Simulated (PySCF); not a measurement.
C3H3ClF2, SMILES FC(F)/C=C/Cl.

The structure is a stationary point at B3LYP-D3(BJ)/def2-SVP. The values are those of a single conformer.

These are PySCF 2.14.0 with B3LYP-D3(BJ)/def2-SVP values and carry that method's errors.

Frequencies are harmonic and unscaled.

```tsv
mode	ν (cm⁻¹)	IR (km/mol)	moving atoms (share of kinetic energy)
1	98	0.5	C 37 %, F 34 %, H 25 %
2	166	1.2	C 40 %, F 31 %, Cl 15 %, H 14 %
3	182	1.9	C 43 %, F 31 %, Cl 17 %, H 9 %
4	318	0.7	Cl 41 %, C 27 %, F 27 %
5	438	1.4	F 45 %, C 41 %, H 12 %
6	534	8.9	F 72 %, C 20 %
7	672	42.3	C 53 %, F 22 %, H 18 %
8	836	29.1	C 53 %, H 37 %
9	867	36.0	C 64 %, H 18 %, F 9 %, Cl 9 %
10	962	37.0	H 87 %, C 12 %
11	986	29.5	C 58 %, H 32 %, F 8 %
12	1112	159.0	C 57 %, F 30 %, H 12 %
13	1175	101.3	C 51 %, H 26 %, F 23 %
14	1234	12.7	H 76 %, C 23 %
15	1292	0.6	H 79 %, C 20 %
16	1384	67.9	H 76 %, C 22 %
17	1401	81.0	H 66 %, C 33 %
18	1715	92.5	C 93 %
19	3043	48.1	H 92 %
20	3197	0.1	H 92 %, C 8 %
21	3222	2.6	H 91 %, C 9 %
```
